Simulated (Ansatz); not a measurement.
BPH₃F₃ (relaxed from a model of B(PH3)F3, whose bonding it doesn't keep). Charge 0, multiplicity 1. Geometry PBE-D4/def2-SVP.

```xyz
8

B     1.014    0.498    1.166
F     0.344   -0.102    2.150
F     0.810    1.794    0.931
F     2.083   -0.102    0.642
P    -0.708   -0.352   -0.818
H    -2.094    0.021   -0.810
H    -0.954   -1.743   -1.066
H    -0.495   -0.014   -2.196
```

In the singlet geometry the species has come apart into loosely held pieces.

(1) Estimate the orbital energies around the gap (eV) in Ansatz with PBE-D4/def2-TZVP, revPBE-D4/def2-TZVP, r2SCAN-D4/def2-TZVP, PBE0-D4/def2-SVP, PBE0-D4/def2-TZVP.

Results:

(1) 
```
orbital  PBE-D4/def2-TZVP  revPBE-D4/def2-TZVP  r2SCAN-D4/def2-TZVP  PBE0-D4/def2-SVP  PBE0-D4/def2-TZVP
HOMO−13            -30.09               -30.09               -31.79            -33.03             -33.78
HOMO−12            -16.54               -16.49               -17.22            -18.60             -18.63
HOMO−11            -14.23               -14.15               -14.85            -16.24             -16.59
HOMO−10            -13.17               -13.07               -13.73            -15.22             -15.44
 HOMO−9            -13.17               -13.07               -13.73            -15.22             -15.43
 HOMO−8            -12.27               -12.16               -12.75            -14.24             -14.43
 HOMO−7            -10.48               -10.38               -11.01            -12.45             -12.66
 HOMO−6            -10.48               -10.38               -11.01            -12.45             -12.66
 HOMO−5            -10.32               -10.23               -10.82            -12.17             -12.41
 HOMO−4            -10.31               -10.23               -10.82            -12.16             -12.41
 HOMO−3             -9.94                -9.90               -10.35            -11.33             -11.59
 HOMO−2             -9.94                -9.90               -10.35            -11.33             -11.38
 HOMO−1             -9.38                -9.29                -9.92            -11.32             -11.38
   HOMO             -7.35                -7.30                -7.62             -8.51              -8.58
   LUMO             -0.71                -0.63                -0.42              0.63               0.23
 LUMO+1             -0.71                -0.63                -0.42              0.63               0.23
 LUMO+2             -0.35                -0.25                 0.26              0.98               0.52
 LUMO+3              0.30                 0.44                 0.90              2.13               1.37
 LUMO+4              0.97                 1.02                 1.67              3.11               1.81
 LUMO+5              2.48                 2.51                 3.31              5.66               3.23
```
